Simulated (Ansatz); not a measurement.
Geometry optimisation, Ansatz 0.2.0, RKS PBE0-D4/def2-SVP.

input.yaml

```yaml
crystal:
  periodic: [false, false, false]
  atoms:
    - { symbol: Sn, position_ang: [-0.461704, 0.043102, -0.521359] }
    - { symbol: H, position_ang: [-0.01454, -0.0992, 2.393443] }
    - { symbol: H, position_ang: [0.999075, -0.044217, 0.363071] }
    - { symbol: H, position_ang: [-0.553614, 1.4972, -1.413646] }
    - { symbol: H, position_ang: [-0.625719, -1.347934, -1.514876] }
    - { symbol: O, position_ang: [-2.06693, 0.098734, 0.628828] }
    - { symbol: H, position_ang: [-2.446589, -0.767414, 0.824095] }
    - { symbol: H, position_ang: [-0.726679, -0.009971, 2.386345] }
basis:
  gaussian: { orbitals: def2-SVP }
hamiltonian:
  xc: pbe0
  dispersion: d4
relax:
  f_tol: 0.03
  max_steps: 50
output:
  orbitals: {}
```

Launched with:

```bash
$ ansatz run input.yaml --threads 1 --pin off --max-ram 2048MiB --backend cpu --events-out ev --progress --plain --runs-dir out
```

**Question.** Where does it end, and by what steps?

**Answer.** The forces met the threshold. The force dipped under the threshold on the way, but the program's further checks kept it going. After 31 steps the energy has fallen by 0.217 eV; H2 moved furthest, 1.56 Å.

```
step  energy less start (eV)  largest force component (eV/Å)  accepted
   0                  0.0000                           1.843       yes
   2                 -0.1568                           0.603       yes
   4                 -0.1867                           0.217        no
   6                 -0.2011                           0.069       yes
   8                 -0.2037                           0.027       yes
  10                 -0.2072                           0.077       yes
  12                 -0.2088                           0.056       yes
  14                 -0.2099                           0.035       yes
  16                 -0.2112                           0.056       yes
  18                 -0.2123                           0.106       yes
  20                 -0.2065                           0.282        no
  22                 -0.2151                           0.099       yes
  24                 -0.2159                           0.072       yes
  26                 -0.2169                           0.037       yes
  28                 -0.2172                           0.044       yes
  30                 -0.2172                           0.031        no
  31                 -0.2173                           0.011       yes
```

```xyz
8
Properties=species:S:1:pos:R:3
Sn -0.435 -0.038 -0.937
H -0.801 0.510 3.601
H 1.153 -0.624 -0.656
H -0.492 1.655 -1.127
H -1.169 -0.874 -2.245
O -1.538 -0.340 0.700
H -1.614 -1.273 0.929
H -1.002 0.354 2.880
```

Time of the run: 64 s on 1 thread of Arm Neoverse V2, with other jobs on the host, peak memory 0.13 GiB.
